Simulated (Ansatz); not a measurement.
One change: `CO[SiH](F)S[SiH2]F` becomes `CO[SiH2]S[SiH2]F`.

Ansatz, PBE0-D4/def2-TZVP geometries, multiplicity 1. Each molecule was computed in one conformer, which needn't be the lowest.

```csv
property,`CO[SiH](F)S[SiH2]F`
size of the dipole moment (B3LYP/def2-TZVPP) / D,1.76
HOMO energy (PBE0/def2-TZVPP) / eV,-8.26
HOMO–LUMO gap (PBE0/def2-TZVPP) / eV,7.99
LUMO energy (B3LYP/def2-TZVPP) / eV,-0.45
LUMO energy (PBE0/def2-TZVPP) / eV,-0.28
HOMO–LUMO gap (PBE/def2-TZVPP) / eV,5.87
```

Problem. What does the change do to each property? (Best estimate.)

Solution. Computed: 
```csv
property,`CO[SiH2]S[SiH2]F`,shift
size of the dipole moment (B3LYP/def2-TZVPP) / D,1.22,-0.54
HOMO energy (PBE0/def2-TZVPP) / eV,-7.74,0.52
HOMO–LUMO gap (PBE0/def2-TZVPP) / eV,7.34,-0.65
LUMO energy (B3LYP/def2-TZVPP) / eV,-0.56,-0.11
LUMO energy (PBE0/def2-TZVPP) / eV,-0.39,-0.11
HOMO–LUMO gap (PBE/def2-TZVPP) / eV,5.25,-0.62
```

With PBE0 the HOMO rises by 0.52 eV and the LUMO falls by 0.11 eV, so the gap narrows by about 0.63 eV. PBE moves the HOMO by 0.50 eV and ωB97M-V by 0.55 eV. Dipoles are sizes alone; their direction can turn.

B3LYP here is the variant with VWN-RPA as its local correlation; programs differ in this.
